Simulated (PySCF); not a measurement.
Worked example: refractive index and permittivity of the vapour

H10N2Si3, SMILES N[SiH2]N[SiH2][SiH3].

Coordinates come from a PBE0-D3(BJ)/def2-SVP optimisation. This is a generated structure with no PubChem entry under its InChIKey; it may be hypothetical. The values are those of a single conformer.

PBE/def2-TZVP in PySCF gives a mean static polarisability of 103.1 bohr³ and a dipole moment of 1.68 D. Take an ideal gas at 298.15 K and 0.01 bar, whether or not the substance is that volatile.

Question: Work out n − 1 in the optical limit and the static ε − 1.

Answer: 
Polarisability volume α' = 103.1 × 0.148185 = 15.28 Å³. Number density N = p/kT = 2.43e-7 Å⁻³.
Dilute limit of Lorentz–Lorenz: n − 1 = 2π N α' = 2.3e-5.
Orientation term of Debye: μ²/(3kT) = 8.098 Å³ × μ²(D²) = 22.86 Å³.
ε − 1 = 4π N (α' + μ²/3kT) = 0.00012. Orientation of the dipole supplies 60 % of the static response; it can't follow optical fields. Vibrational polarisation and dispersion are left out.
